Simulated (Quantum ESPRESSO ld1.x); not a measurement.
All-electron atom: Mo III in [Kr] 4d2.5 5s1 5p0.5 (fractional occupations, a model configuration).

Method: scalar-relativistic Kohn-Sham, LDA (Slater exchange, Perdew-Wang correlation), spin-polarised, spherical densities, point nucleus; open shells are filled with parallel spins first; computed with ld1.x of Quantum ESPRESSO 7.5.

Energy parts (hartree):
part                      energy
total                 -4043.3289
kinetic                4167.9511
electron-nucleus      -9712.2876
Hartree                1619.4400
exchange-correlation   -118.4323

Orbitals (lengths in bohr, moments of r in powers of bohr; r(max) is where P^2 peaks):
| orbital | occ. | eigenvalue (hartree) | r(max) | <1/r> |
|---|---|---|---|---|
| 1s up | 1 | -728.3989 | 0.02290 | 43.50 |
| 1s down | 1 | -728.3971 | 0.02290 | 43.50 |
| 2s up | 1 | -103.7313 | 0.1298 | 9.792 |
| 2s down | 1 | -103.7182 | 0.1298 | 9.793 |
| 2p up | 3 | -92.9028 | 0.1036 | 9.528 |
| 2p down | 3 | -92.8922 | 0.1036 | 9.528 |
| 3s up | 1 | -18.4244 | 0.3841 | 3.361 |
| 3s down | 1 | -18.4138 | 0.3841 | 3.361 |
| 3p up | 3 | -14.8774 | 0.3773 | 3.199 |
| 3p down | 3 | -14.8660 | 0.3774 | 3.199 |
| 3d up | 5 | -9.0897 | 0.3218 | 2.968 |
| 3d down | 5 | -9.0750 | 0.3219 | 2.969 |
| 4s up | 1 | -3.3099 | 0.9844 | 1.247 |
| 4s down | 1 | -3.2430 | 0.9818 | 1.253 |
| 4p up | 3 | -2.3454 | 1.063 | 1.112 |
| 4p down | 3 | -2.2728 | 1.059 | 1.118 |
| 4d up | 2.5 | -0.9867 | 1.311 | 0.8125 |
| 4d down | 0 | -0.9026 | 1.301 | 0.8196 |
| 5s up | 1 | -0.7849 | 2.499 | 0.4715 |
| 5s down | 0 | -0.7020 | 2.522 | 0.4596 |
| 5p up | 0.5 | -0.5728 | 2.917 | 0.4007 |
| 5p down | 0 | -0.5028 | 2.998 | 0.3802 |

The highest occupied level is 5p up at -15.586 eV. The configuration is held as typed, so some empty levels lie below it. Summed over all electrons, <r^2> = 38.82 bohr^2, which gives a Langevin (diamagnetic) susceptibility term of -30.7 x 10^-6 cm^3/mol. The density falls to 0.001 e/bohr^3 at r = 4.22 bohr.
